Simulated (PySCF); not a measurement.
4-thiophen-2-ylbenzaldehyde (C₁₁H₈OS), SMILES O=Cc1ccc(-c2cccs2)cc1. Atoms are numbered in the order given.

```xyz
21

O      4.9000     0.6142     0.4558
C      4.1901     0.1495    -0.4077
C      2.7159     0.0645    -0.3325
C      1.9793    -0.4928    -1.3881
C      0.5930    -0.5741    -1.3204
C     -0.1037    -0.0989    -0.1895
C     -1.5636    -0.1867    -0.1221
C     -2.4433    -0.7074    -1.0545
C     -3.8066    -0.6288    -0.6567
C     -3.9628    -0.0481     0.5784
S     -2.4480     0.4082     1.2667
C      0.6498     0.4603     0.8675
C      2.0329     0.5413     0.7988
H      4.6283    -0.2612    -1.3555
H      2.5040    -0.8662    -2.2724
H      0.0425    -1.0108    -2.1542
H     -2.1222    -1.1374    -2.0029
H     -4.6395    -0.9884    -1.2619
H     -4.8865     0.1376     1.1240
H      0.1370     0.8359     1.7559
H      2.6166     0.9732     1.6143
```
Charge 0, spin multiplicity 1.

Geometry: B3LYP-D3(BJ)/def2-SVP. One conformer was computed; it need not be the lowest.

Level of theory: PySCF with r2SCAN/def2-SVP.

Isolated molecule, no solvent.

Question: Estimate the frontier levels, gap, dipole moment and polarisability. (An estimate is asked for; the answer gives what the named calculation found.)

Answer: 
The highest occupied level is -5.83 eV. The lowest empty level is -2.87 eV, the orbital gap is 2.96 eV and the dipole moment is 4.39 D. The quadrupole, principal values (traceless, Buckingham form, about the centre of nuclear charge) comes out as -12.71, -5.09, 17.80 D·Å, the mean static polarisability comes out as 152.4 bohr³ (22.59 Å³) and the polarisability, principal values is 56.6, 135.5, 265.2 bohr³.
